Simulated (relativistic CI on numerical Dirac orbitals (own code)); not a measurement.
## Sensitivity of the levels of Tl²⁰⁺ to α and to the nuclear radius

Computed by Dirac-Coulomb-Breit CI, KLI orbitals optimised for each configuration, derivatives by finite differences, unscaled Slater integrals, QED left out (own radial code, finite nucleus).

CI space (outside the closed core [Kr] 4d10): 4f13 5s2, 4f14 5s, 4f13 5s 5p, 4f14 5p, 4f13 5s 5d, 4f12 5s2 5p, 4f12 5s 5p2, 4f13 5p2, 4f12 5p3. Double excitations out of closed p, d and f shells are left out; levels of such configurations are missing from the list, as are those of other unlisted configurations, and high levels can miss mixing partners.

With x = (α/α₀)² − 1 an excitation energy changes as ω = ω₀ + qx; K = 2q/ω₀ is the relative enhancement. Terms are leading LS components, so labels can repeat. The field-shift factor is F = δν/δ⟨r²⟩ for the transition from the lowest level.

Lowest level 4f14 5s 2S_1/2.

| Level | ω₀ (cm⁻¹) | q (cm⁻¹) | F (GHz/fm²) |
| --- | --- | --- | --- |
| 4f13 5s2 2F°_7/2 | 229898 | -534400 | 964 |
| 4f13 5s2 2F°_5/2 | 266828 | -500700 | 967 |
| 4f14 5p 2P°_1/2 | 375138 | 67680 | -857 |
| 4f13 5s 5p 4D_7/2 | 557468 | -473500 | 114 |
| 4f13 5s 5p 2G_7/2 | 584006 | -457600 | 108 |
| 4f13 5s 5p 4G_9/2 | 587035 | -462700 | 111 |
| 4f13 5s 5p 4F_5/2 | 588867 | -457100 | 112 |
| 4f13 5s 5p 4G_5/2 | 598324 | -444700 | 113 |
| 4f14 5p 2P°_3/2 | 608283 | 367800 | -922 |
| 4f13 5s 5p 2D_5/2 | 625318 | -423500 | 109 |
| 4f13 5s 5p 2G_7/2 | 626462 | -428800 | 109 |
| 4f13 5s 5p 4F_3/2 | 630671 | -427300 | 113 |
| 4f13 5s 5p 4G_11/2 | 790285 | -164300 | 40.6 |
| 4f13 5s 5p 2D_3/2 | 799435 | -159500 | 37.6 |
| 4f13 5s 5p 4D_5/2 | 802932 | -162800 | 39 |
| 4f13 5s 5p 4F_7/2 | 808026 | -163800 | 39.4 |
| 4f13 5s 5p 4F_9/2 | 808462 | -163400 | 39.6 |
| 4f13 5s 5p 4D_1/2 | 819095 | -130300 | 43.1 |
| 4f13 5s 5p 4D_3/2 | 832741 | -132500 | 41.6 |
| 4f13 5s 5p 2G_9/2 | 836111 | -129500 | 40.5 |
| 4f12 5s2 5p 4G°_11/2 | 839077 | -1.024e+06 | 1110 |
| 4f13 5s 5p 4F_5/2 | 843893 | -131300 | 41.2 |
| 4f12 5s2 5p 2I°_13/2 | 844876 | -1.025e+06 | 1110 |

At this charge transitions that keep the count of f electrons are usually good to a few per cent. Levels that differ in their count of f electrons can be misplaced by several ten thousand cm⁻¹, since the correlation energy of f electrons is missing or only estimated; rates across such gaps can be off by orders of magnitude. The computed lowest level isn't the tabulated ground level, which NIST ASD gives as 4f13 5s2 2F°7/2; for such ions that label comes from theory and may be the wrong one.

(1) Which transition from the lowest level has the largest |K|?

Answers

(1) 4f13 5s2 2F°_7/2 at 229898 cm⁻¹, K = -4.65.
